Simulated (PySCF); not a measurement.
## Dipole moment and polarisability of `[SiH3]/C=C/[SiH2]CCl`

Compound: C3H9ClSi2.
Cartesian coordinates in Å at the PBE0-D3(BJ)/def2-SVP level; atoms count from 1:
```
atom  x, y, z in Å
Si1   -3.0213    0.1170    0.0695
C2    -1.2879   -0.5970    0.0459
C3    -0.1939    0.0745    0.4491
Si4    1.5408   -0.6231    0.4178
C5     2.6509    0.4871   -0.6446
Cl6    2.6517    2.1458    0.0360
H7    -2.9670    1.5135    0.5968
H8    -3.6081    0.1249   -1.3066
H9    -3.9169   -0.7107    0.9362
H10   -1.1654   -1.6297   -0.3139
H11   -0.3101    1.1073    0.8087
H12    2.1302   -0.6775    1.7893
H13    1.5112   -1.9970   -0.1755
H14    2.2857    0.5495   -1.6802
H15    3.6913    0.1314   -0.6694
```

Level: B3LYP/def2-SVPD (PySCF), static field, nuclei fixed, core orbitals frozen in the response. The polarisability tensor in these axes (au):

```
x   138.97   7.48   3.43
y     7.48 104.69   2.31
z     3.43   2.31  87.41
```

**Question.** What are the eigenvalues, a third of the trace, and Δα (Δα² = ½Σ(αi − αj)² over the three pairs)?

**Answer.** Principal values 86.99, 103.28 and 140.81 au; mean 110.36 au = 16.35 Å³ = 18.20 × 10⁻⁴⁰ C²·m²/J; Δα = 47.81 au (43 % of the mean).

**Question.** What is the dipole moment, and where does it point?

**Answer.** (0.09, -1.49, -0.80) D, 1.69 D in size, pointing from the negative to the positive side. Measured along this direction, the outermost atoms are H7 and Cl6 at the negative end and H13 at the positive end.

**Question.** Find the Langevin capture rate constant for H3+ (3.023 u) meeting this molecule (135.993 u), k = 2.342 × 10⁻⁹ cm³/s × √(α in Å³ / reduced mass in u).

**Answer.** The reduced mass is 2.96 u, so k = 5.51 × 10⁻⁹ cm³/s. The formula leaves out the permanent dipole, which adds to the capture rate.

**Question.** Orientational against electronic polarisability at 350 K (dilute gas, rigid molecules)?

**Answer.** In Gaussian units μ²/3kT = 19.69 Å³ against 16.35 Å³, a ratio of 1.20; the Debye molar polarisation (4π/3)N_A(α + μ²/3kT) is 90.9 cm³/mol, leaving out the vibrational part.

**Question.** Estimate the molar refractivity from the static electronic polarisability.

**Answer.** Lorentz–Lorenz: R = (4π/3)N_A α = 2.5225 cm³/(mol·Å³) × 16.35 Å³ = 41.3 cm³/mol, in the limit of long wavelengths.

**Question.** Rayleigh depolarisation ratio (linearly polarised light, static tensor)?

**Answer.** ρ = 3Δα²/(45ᾱ² + 4Δα²) = 6856.9/(548047 + 9142.5) = 0.0123.

**Question.** In TDDFT the mean static polarisability is Σ f/ω² over all singlet excitations (ω in hartree). How much of it do the 10 lowest give? Their energies (eV) and oscillator strengths: 5.61, 0.0105; 5.97, 0.1082; 6.38, 0.0022; 6.46, 0.0386; 6.53, 0.4390; 6.93, 0.0080; 6.98, 0.0107; 7.09, 0.0090; 7.19, 0.0038; 7.30, 0.0210.

**Answer.** They add up to 11.61 au, 10.5 % of the 110.36 au; the largest single term is 7.63 au, from the state at 6.53 eV. Terms in order: 0.25, 2.25, 0.04, 0.68, 7.63, 0.12, 0.16, 0.13, 0.05, 0.29 au. Higher excitations give the rest. The strengths listed sum to 0.651.

The structure is a single PBE0-D3(BJ)/def2-SVP conformer in the gas phase; no vibrational or solvent corrections.
